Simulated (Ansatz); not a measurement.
One geometry of Na₈Cl₈ (started as a model of: (NaCl)8 cage of four- and six-membered rings), several levels of theory.

```yaml
crystal:
  periodic: [false, false, false]
  atoms:
    - {symbol: Na, position_ang: [-1.716383, 0.091384, 3.744782]}
    - {symbol: Cl, position_ang: [-0.125565, -1.982398, 3.892295]}
    - {symbol: Na, position_ang: [1.716812, -0.078081, 3.733256]}
    - {symbol: Cl, position_ang: [0.125442, 1.999143, 3.878329]}
    - {symbol: Na, position_ang: [-0.291304, 2.221100, 1.278741]}
    - {symbol: Cl, position_ang: [-2.328441, 0.453294, 1.224577]}
    - {symbol: Na, position_ang: [-2.218807, -0.285798, -1.291891]}
    - {symbol: Cl, position_ang: [-0.475127, -2.350285, -1.225921]}
    - {symbol: Na, position_ang: [0.271973, -2.217639, 1.288248]}
    - {symbol: Cl, position_ang: [2.338283, -0.477809, 1.226637]}
    - {symbol: Na, position_ang: [2.213025, 0.289668, -1.275906]}
    - {symbol: Cl, position_ang: [0.458815, 2.343293, -1.231923]}
    - {symbol: Cl, position_ang: [-1.979376, 0.122451, -3.887888]}
    - {symbol: Na, position_ang: [-0.075824, -1.722167, -3.732362]}
    - {symbol: Cl, position_ang: [1.996334, -0.125969, -3.873053]}
    - {symbol: Na, position_ang: [0.090133, 1.719833, -3.747920]}
basis:
  gaussian: {orbitals: def2-SVP, initial_orbitals: start.molden}
hamiltonian: {xc: pbe}
correlation: {method: rpa}
scf: {omitted_lower_state_checks: [starts]}
```

The file start.molden holds the orbitals of an earlier run on this structure, at another level or in another basis.

```sh
$ ansatz run in.yaml --threads 6 --pin off --events-out ev --progress --plain --max-ram 7833MiB
```

Output, abridged:

```
Functional definition: PBE
2344 factors; integrals over basis functions are off by at most 4.3e-4 eV
mean field evaluation 1: about -135429.1590 eV, gradient 1.2e1 eV
mean field evaluation 2: about -135429.3461 eV, gradient 2.2e-1 eV
mean field evaluation 4: about -135429.3586 eV, gradient 3.6e-4 eV
mean field -135429.35856789 eV, -4976.9371300539 hartree, gradient 2.9e-6 eV, S^2 0.000000; 0 other end points of the search recorded, 0 dependent functions left out
48 core orbitals not correlated: weight in the atoms' cores, before any rotation towards them, 1.000 or more for the frozen orbitals, at most 0.000 for the correlated occupied ones
reference -135248.09623947 eV, -4970.2758623483 hartree; 64, 64 occupied and 152, 152 virtual orbitals, 2344 factors
Total energy: -135298.70599430 eV, -4972.1357365338 hartree
Checks for a lower state left out: starts
```

Hardware: 6 threads of Intel Xeon 6975P-C on a shared host. Wall time 7 s, peak host memory 0.93 GiB.

The first input with `hamiltonian: {xc: pbe0, dispersion: d4}`, `output: {forces: true, orbitals: {seedname: orbitals}}` and without the key `correlation` (abridged; 8 s):

```
Functional definition: PBE0
mean field -135441.72371033 eV, -4977.3915406570 hartree, gradient 2.9e-5 eV, S^2 0.000000
Total energy: -135442.33636090 eV, -4977.4140551502 hartree
Atom 0 force     0.027519     0.002381    -0.019378 eV/Å
Atom 1 force     0.019189     0.063559    -0.050679 eV/Å
Atom 2 force    -0.028383    -0.000459    -0.008667 eV/Å
Atom 3 force    -0.019795    -0.067126    -0.051865 eV/Å
Atom 4 force     0.008358    -0.021111    -0.019164 eV/Å
Atom 5 force     0.052812    -0.007360    -0.017679 eV/Å
Atom 6 force     0.047036     0.007887     0.019058 eV/Å
Atom 7 force     0.006035     0.065165     0.022093 eV/Å
Atom 8 force    -0.016376     0.020539    -0.024729 eV/Å
Atom 9 force    -0.058664     0.014153    -0.021461 eV/Å
Atom 10 force    -0.016485    -0.011809     0.012262 eV/Å
Atom 11 force    -0.006954    -0.061172     0.021390 eV/Å
Atom 12 force     0.058817    -0.019413     0.043344 eV/Å
Atom 13 force    -0.006612     0.033824     0.022418 eV/Å
Atom 14 force    -0.066028     0.020547     0.042444 eV/Å
Atom 15 force    -0.000469    -0.039605     0.030614 eV/Å
Dipole moment:    -0.015618     0.024516    -0.005230 e Å
Checks for a lower state left out: starts
```

The first input with `hamiltonian: {xc: r2scan, dispersion: d4}`, `output: {forces: true, orbitals: {seedname: orbitals}}` and without the key `correlation` (abridged; 9.5 s):

```
Functional definition: r2SCAN
mean field -135485.03130247 eV, -4978.9830653133 hartree, gradient 9.1e-6 eV, S^2 0.000000
Total energy: -135485.22484791 eV, -4978.9901779770 hartree
Atom 0 force     0.055686     0.003837    -0.061474 eV/Å
Atom 1 force     0.020645     0.058580    -0.048472 eV/Å
Atom 2 force    -0.057115    -0.003834    -0.049789 eV/Å
Atom 3 force    -0.020911    -0.062178    -0.049095 eV/Å
Atom 4 force     0.025695    -0.137579    -0.028025 eV/Å
Atom 5 force     0.070744    -0.012084    -0.015903 eV/Å
Atom 6 force     0.149461     0.019325     0.036009 eV/Å
Atom 7 force     0.010134     0.080397     0.022536 eV/Å
Atom 8 force    -0.028453     0.142489    -0.032493 eV/Å
Atom 9 force    -0.075442     0.016605    -0.020931 eV/Å
Atom 10 force    -0.135533    -0.024767     0.024707 eV/Å
Atom 11 force    -0.009697    -0.077424     0.020795 eV/Å
Atom 12 force     0.054035    -0.020585     0.039164 eV/Å
Atom 13 force    -0.004680     0.058634     0.057104 eV/Å
Atom 14 force    -0.061055     0.021762     0.039390 eV/Å
Atom 15 force     0.006486    -0.063179     0.066479 eV/Å
Dipole moment:    -0.015765     0.024697    -0.005262 e Å
Checks for a lower state left out: starts
```

As the first input, with `hamiltonian: {xc: pbe, dispersion: d4}`, `output: {orbitals: {seedname: orbitals}}` and without the key `correlation` (abridged; 3.7 s):

```
Functional definition: PBE
mean field -135429.35856893 eV, -4976.9371300919 hartree, gradient 2.6e-5 eV, S^2 0.000000
Total energy: -135430.02481824 eV, -4976.9616143025 hartree
Checks for a lower state left out: starts
```

As the first input, with `gaussian: {orbitals: 6-31G}`, `hamiltonian: {xc: {name: B3LYP}, dispersion: d4}`, `output: {orbitals: {seedname: orbitals}}` and without the key `correlation` (abridged; 5.5 s):

```
Functional definition: B3LYP
mean field -135538.04429945 eV, -4980.9312570187 hartree, gradient 4.5e-5 eV, S^2 0.000000
Total energy: -135539.11841268 eV, -4980.9707299519 hartree
Checks for a lower state left out: starts
```

As the first input, with `gaussian: {orbitals: 6-31G}`, `hamiltonian: {xc: hf}`, `output: {orbitals: {seedname: orbitals}}` and without the key `correlation` (abridged; 2.9 s):

```
Functional definition: HF
mean field -135285.68071447 eV, -4971.6570663290 hartree, gradient 1.8e-5 eV, S^2 0.000000
Total energy: -135285.68071447 eV, -4971.6570663290 hartree
Checks for a lower state left out: starts
```

As the first input, with `correlation: {method: mp2}`, `output: {orbitals: {seedname: orbitals}}` and without the key `hamiltonian` (abridged; 6 s):

```
Functional definition: HF
mean field -135250.19973598 eV, -4970.3531644192 hartree, gradient 2.0e-6 eV, S^2 0.000000
48 core orbitals not correlated: weight in the atoms' cores, before any rotation towards them, 1.000 or more for the frozen orbitals, at most 0.000 for the correlated occupied ones
second order -31.61669107 eV of doubles, -0.00000000 eV of singles
Total energy: -135281.81642705 eV, -4971.5150563855 hartree
Checks for a lower state left out: starts
```

Geometry: PBE-D4/def2-SVP.

B3LYP takes the VWN-RPA correlation. Correlated methods freeze 48 core orbitals; core or outer-core shells of Na are correlated, in sets that lack core-valence functions.
